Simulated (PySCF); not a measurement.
PySCF input for CH4MgS2, SMILES [SH][Mg][S]C, PBE0-D3(BJ)/def2-SVP. Geometry: PBE0-D3(BJ)/def2-SVP. One conformer was computed; it need not be the lowest.

```python
import numpy as np
from pyscf import gto, scf, dft, df
from pyscf.hessian import thermo

mol = gto.M(
    atom='''
    Mg   -0.34127593    0.17397670    0.34438671
    S    -2.08632993    1.63953541    0.71181425
    H    -1.26567752    2.62429194    1.14490156
    S     1.36706001   -1.33350608    0.00849008
    C     1.83450785   -1.07810410   -1.74546144
    H     1.00830175   -1.30570744   -2.43351412
    H     2.65571166   -1.77555637   -1.96056999
    H     2.19824691   -0.05859334   -1.93555854
    ''',
    basis='def2-SVP',
    charge=0,
    spin=0,
    max_memory=1600,
    verbose=3,
)
mf = dft.RKS(mol, xc='pbe0').density_fit(auxbasis='def2-universal-jkfit')
mf.disp = 'd3bj'
mf.grids.level = 3
mf.conv_tol = 1e-11
mf.max_cycle = 100
mf.kernel()

# [left out here: the lines that compute and print the analytic Hessian (its translational invariance restored by hand, since the grid's response is missing), thermochemistry and intensities]
```

It prints:

```
converged SCF energy = -1036.27741197331

WARN: DFTD3 does not support analytical Hessian, using finite difference


WARN: Mole.unit (angstrom) is changed to Bohr

Mode                                 0                   1                   2
Irrep
Freq [cm^-1]                       59.7973             69.5325             78.1319
Reduced mass [au]                   1.0839              5.2164              1.0958
Force const [Dyne/A]                0.0023              0.0149              0.0039
Char temp [K]                      86.0350            100.0419            112.4144
Normal mode                   x     y     z       x     y     z       x     y     z
       0  Mg                 0.03  0.03  0.01   -0.02  0.05 -0.10   -0.02 -0.03 -0.00
       1   S                -0.02 -0.02  0.00   -0.02 -0.00  0.08    0.01  0.00  0.03
       2   H                -0.03  0.09 -0.23   -0.01  0.01  0.02    0.12  0.31 -0.87
       3   S                -0.00 -0.00 -0.00   -0.02  0.02 -0.01   -0.01 -0.01 -0.00
       4   C                 0.00 -0.01 -0.00    0.12 -0.11  0.01    0.02  0.04  0.01
       5   H                -0.14  0.50  0.01    0.17 -0.16 -0.03    0.07 -0.05 -0.01
       6   H                -0.36 -0.39 -0.15    0.13 -0.13  0.13    0.11  0.13  0.04
       7   H                 0.49 -0.16  0.13    0.14 -0.13 -0.04   -0.08  0.08  0.02
Mode                                 3                   4                   5
Irrep
Freq [cm^-1]                      109.6878            169.6041            295.0783
Reduced mass [au]                   6.8078              7.5273             15.5352
Force const [Dyne/A]                0.0483              0.1276              0.7970
Char temp [K]                     157.8163            244.0225            424.5520
Normal mode                   x     y     z       x     y     z       x     y     z
       0  Mg                 0.11  0.11  0.05    0.03  0.03 -0.14    0.00  0.00 -0.02
       1   S                -0.03 -0.04 -0.01    0.03 -0.03  0.02   -0.09  0.08  0.02
       2   H                -0.16  0.09 -0.06    0.03 -0.03  0.01   -0.11  0.09  0.02
       3   S                -0.05 -0.05 -0.02   -0.00 -0.03  0.06    0.09 -0.09 -0.00
       4   C                 0.00 -0.00 -0.00   -0.10  0.08  0.05    0.00  0.01 -0.02
       5   H                 0.06 -0.14 -0.02   -0.13  0.09  0.08   -0.03  0.02  0.01
       6   H                 0.11  0.12  0.05   -0.09  0.11 -0.05    0.01  0.04 -0.10
       7   H                -0.14  0.05 -0.01   -0.13  0.09  0.08   -0.03  0.02  0.01
Mode                                 6                   7                   8
Irrep
Freq [cm^-1]                      538.5824            559.5000            722.5277
Reduced mass [au]                   1.2584              5.7972              6.6524
Force const [Dyne/A]                0.2151              1.0692              2.0462
Char temp [K]                     774.9002            804.9959           1039.5565
Normal mode                   x     y     z       x     y     z       x     y     z
       0  Mg                 0.04 -0.07 -0.02   -0.12  0.09  0.02    0.01 -0.01  0.00
       1   S                 0.01  0.01  0.01    0.06 -0.04 -0.01   -0.00  0.00  0.00
       2   H                -0.70  0.53  0.13   -0.29  0.22  0.05    0.00 -0.00  0.00
       3   S                -0.02  0.02  0.00    0.04 -0.04  0.00   -0.03 -0.01  0.09
       4   C                -0.00  0.00  0.01    0.01 -0.00 -0.02    0.06  0.03 -0.21
       5   H                 0.00 -0.00  0.00   -0.00  0.01 -0.01    0.03  0.02 -0.17
       6   H                -0.01 -0.01  0.03    0.01  0.01 -0.06    0.06  0.01 -0.16
       7   H                 0.01 -0.00  0.00   -0.01  0.01 -0.00    0.04  0.04 -0.17
Mode                                 9                  10                  11
Irrep
Freq [cm^-1]                      953.6854            966.6572           1335.3237
Reduced mass [au]                   1.1772              1.1911              1.1440
Force const [Dyne/A]                0.6308              0.6557              1.2019
Char temp [K]                    1372.1410           1390.8045           1921.2336
Normal mode                   x     y     z       x     y     z       x     y     z
       0  Mg                -0.00 -0.00 -0.00    0.00 -0.00  0.00   -0.00  0.00 -0.00
       1   S                 0.00  0.00  0.00   -0.00  0.00 -0.00    0.00 -0.00  0.00
       2   H                -0.00  0.00 -0.00    0.00  0.00 -0.00    0.00 -0.00 -0.00
       3   S                -0.01 -0.01 -0.01   -0.02  0.02 -0.00    0.00 -0.00 -0.01
       4   C                 0.07  0.08  0.03    0.08 -0.08  0.01    0.03  0.01 -0.10
       5   H                -0.25 -0.22  0.52   -0.23  0.17  0.31   -0.33 -0.10  0.41
       6   H                -0.17 -0.18 -0.07    0.11  0.16 -0.66   -0.01 -0.19  0.51
       7   H                 0.03 -0.02 -0.62   -0.30  0.10  0.28   -0.10  0.14  0.51
Mode                                12                  13                  14
Irrep
Freq [cm^-1]                     1453.2861           1459.3530           2702.8039
Reduced mass [au]                   1.0521              1.0524              1.0381
Force const [Dyne/A]                1.3092              1.3205              4.4682
Char temp [K]                    2090.9551           2099.6841           3888.7330
Normal mode                   x     y     z       x     y     z       x     y     z
       0  Mg                -0.00 -0.00  0.00   -0.00 -0.00 -0.00   -0.00 -0.00 -0.00
       1   S                 0.00  0.00 -0.00    0.00  0.00  0.00   -0.02 -0.02 -0.01
       2   H                 0.00 -0.00 -0.00   -0.00  0.00  0.00    0.58  0.72  0.32
       3   S                -0.00  0.00  0.00   -0.00 -0.00 -0.00   -0.00  0.00  0.00
       4   C                -0.04  0.04 -0.01   -0.04 -0.04 -0.02   -0.00 -0.00 -0.00
       5   H                 0.04 -0.62  0.12   -0.30  0.30  0.22   -0.00 -0.00  0.00
       6   H                -0.00  0.15 -0.33    0.47  0.49  0.20    0.00 -0.00  0.00
       7   H                 0.55 -0.12  0.32    0.37 -0.20 -0.19    0.00  0.00  0.00
Mode                                15                  16                  17
Irrep
Freq [cm^-1]                     3064.3202           3172.1304           3175.7423
Reduced mass [au]                   1.0316              1.1088              1.1062
Force const [Dyne/A]                5.7074              6.5738              6.5733
Char temp [K]                    4408.8745           4563.9894           4569.1861
Normal mode                   x     y     z       x     y     z       x     y     z
       0  Mg                 0.00 -0.00  0.00    0.00  0.00  0.00    0.00 -0.00 -0.00
       1   S                -0.00  0.00 -0.00   -0.00 -0.00 -0.00    0.00 -0.00  0.00
       2   H                -0.00 -0.00 -0.00    0.00 -0.00 -0.00    0.00  0.00  0.00
       3   S                -0.00  0.00 -0.00    0.00  0.00  0.00    0.00 -0.00  0.00
       4   C                -0.01 -0.01  0.04   -0.06 -0.06 -0.02   -0.06  0.06 -0.01
       5   H                -0.45 -0.13 -0.35    0.51  0.13  0.40    0.28  0.09  0.23
       6   H                 0.39 -0.34 -0.09   -0.03  0.00 -0.00    0.60 -0.51 -0.15
       7   H                 0.19  0.55 -0.08    0.21  0.63 -0.10   -0.12 -0.31  0.05
temperature 298.1500 [K]
pressure 101325.00 [Pa]
Rotational constants [GHz] 13.65089 1.09005 1.02335
Symmetry number 1
Zero-point energy (ZPE) 0.04758 [Eh]   124924.493 [J/mol]
                           tot       elec      trans        rot        vib
Entropy [J/mol/K]       370.987      0.000    166.725    114.842     89.420
Cv [J/mol/K]             90.355      0.000     12.472     12.472     65.411
Cp [J/mol/K]             98.669      0.000     20.786     12.472     65.411
Internal energy [J/mol]                      3718.434   3718.434 137345.975
Internal energy [Eh]   -1036.22227  -1036.27741
Enthalpy [J/mol]                             6197.391   3718.434 137345.975
Enthalpy [Eh]          -1036.22132
Gibbs free energy [J/mol]                  -43511.734 -30521.589 110685.364
Gibbs free energy [Eh] -1036.26345
static polarisability / bohr^3: [[ 76.103 -15.881 -11.079]
 [-15.892  69.019   7.044]
 [-11.079   7.045  65.661]]
largest difference of analytic and finite-field dipole derivatives / e: 0.002344298813889978
mode   freq/cm-1   IR/(km/mol)   Raman/(A^4/amu)   depolarisation
   1       59.80         2.933             0.205            0.726
   2       69.53        12.081             1.655            0.624
   3       78.13        11.773             0.303            0.741
   4      109.69        34.361             0.160            0.553
   5      169.60        23.161             2.462            0.237
   6      295.08         0.453            22.371            0.188
   7      538.58         4.248             0.881            0.308
   8      559.50        92.777             0.169            0.746
   9      722.53         7.458            11.274            0.291
  10      953.69         7.412             2.609            0.750
  11      966.66         8.139             3.171            0.377
  12     1335.32        18.699             3.794            0.733
  13     1453.29         7.029            11.897            0.749
  14     1459.35         7.018            13.719            0.750
  15     2702.80         1.489           133.586            0.276
  16     3064.32        28.678           134.514            0.036
  17     3172.13         3.229            54.594            0.749
  18     3175.74         1.109           118.451            0.628
max |gradient| / (hartree/bohr): 7.034555517651501e-05
APT charges: [ 0.9329 -0.5253  0.0476 -0.5269  0.0793 -0.0075  0.0072 -0.0072]
```

The run converged.

Cost: roughly 100 core-seconds.
